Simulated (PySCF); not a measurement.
## How the method changes the constants of AlSb

State: ³Σ⁻ (triplet), unpaired electrons π ↑↑. Set-up: basis Al def2-SVP, Sb def2-SVP with ECP28; scalar-relativistic core potentials; PySCF 2.14. De refers to Al + Sb in their high-spin ground configurations, without counterpoise correction. The functionals are run spin-unrestricted. A positive dipole means Al(−)Sb(+).

| Level | Re (Å) | ωe (cm⁻¹) | De (eV) | μ (D) |
| --- | --- | --- | --- | --- |
| UHF | 2.778 | 253 | 0.79 | -1.35 |
| UHF-MP2 | 2.754 | 262 | 1.38 | n/a |
| UHF-SCS-MP2 | 2.765 | 257 | 1.35 | n/a |
| UHF-CCSD | 2.764 | 256 | 1.38 | n/a |
| UHF-CCSD(T) | 2.765 | 255 | 1.45 | n/a |
| PBE | 2.779 | 249 | 1.99 | -0.57 |
| r²SCAN | 2.759 | 255 | 1.85 | -0.60 |
| r²SCANh | 2.753 | 258 | 1.81 | -0.69 |
| PBE0 | 2.754 | 259 | 1.86 | -0.76 |
| BHandHLYP | 2.755 | 258 | 1.74 | -1.07 |
| M06-2X | 2.760 | 255 | 1.72 | -1.41 |

The bond length runs from 2.753 Å (r²SCANh) to 2.779 Å (PBE). De spans 0.79 eV (UHF, mean field) to 1.99 eV (PBE, GGA). Correlation at CCSD(T) changes the Hartree–Fock bond energy by +0.66 eV; the triples alone change it by +0.07 eV.

Correlated steps freeze 9 core orbitals. Correlated levels converge slowly with the basis: in double zeta they bind strong bonds too weakly, by up to about 1 eV, and carry superposition errors of some tenths. These are scalar-relativistic numbers at best; spin–orbit coupling would shift them, the dissociation energy most. The state was picked by a PBE0 search and need not be the measured ground state.
